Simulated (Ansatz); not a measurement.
C$_{3}$H$_{7}$ClOSi, SMILES `CC(C)O[Si]Cl`. Charge 0, multiplicity 1. The geometry is a stationary point of PBE0-D4/def2-TZVP. It is one conformer, not always the lowest.

```xyz
13

C     0.250    1.549    0.134
C     0.152    0.041    0.096
C    -1.255   -0.466    0.329
O     0.591   -0.398   -1.193
Si    1.471   -1.627   -1.781
Cl    1.981   -2.721   -0.038
H    -0.401    1.993   -0.624
H    -0.054    1.922    1.114
H     1.274    1.875   -0.056
H     0.821   -0.393    0.846
H    -1.619   -0.131    1.303
H    -1.929   -0.086   -0.442
H    -1.281   -1.557    0.311
```

Task: What is the dipole moment at B3LYP/def2-TZVPP? (An estimate is asked.)

Result: Computed: 1.99 D, with components (-1.13, 1.53, 0.60) D in this frame, pointing from negative to positive charge.

Task: And with PBE, r2SCAN, ωB97M-V? (Best estimate.)

Result: The calculation gave: PBE 2.07 D, r2SCAN 2.17 D, ωB97M-V 1.95 D.

Task: Give the Mulliken charges with B3LYP, ωB97M-V, r2SCAN in def2-TZVPP. (Best estimate.)

Result: Ansatz gave: 
```csv
atom,B3LYP,ωB97M-V,r2SCAN
C1,-0.23,-0.27,-0.12
C2,0.18,0.05,0.21
C3,-0.24,-0.27,-0.14
O4,-0.30,-0.28,-0.33
Si5,0.34,0.34,0.37
Cl6,-0.29,-0.27,-0.29
H7,0.08,0.11,0.05
H8,0.07,0.10,0.04
H9,0.09,0.11,0.05
H10,0.05,0.08,0.02
H11,0.08,0.10,0.04
H12,0.08,0.11,0.05
H13,0.09,0.10,0.05
```

B3LYP here is the variant with VWN-RPA as its local correlation; programs differ in this.
